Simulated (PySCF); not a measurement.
## Electron correlation in Co⁺ (cobalt, charge +1)

[Ar] 3d7 4s1, high-spin 5F determinant (an excited configuration). All numbers are calculated (PySCF 2.14, the spin-free X2C one-electron Hamiltonian (Gaussian nucleus), in ANO-RCC-VTZP (6s5p3d2f1g, 59 functions)). Frozen: [Ne]; 16 electrons correlated.

| level | correlation energy (mhartree) |
| --- | --- |
| CCSD | -475.89 |
| (T) | -9.68 |
| CCSD(T) | -485.57 |

Diagnostics: T1 = 0.0080, D1 = 0.0215, largest double amplitude 0.036.

Cost of the coupled-cluster step: of the order of 15 core-seconds, for 16 correlated electrons.
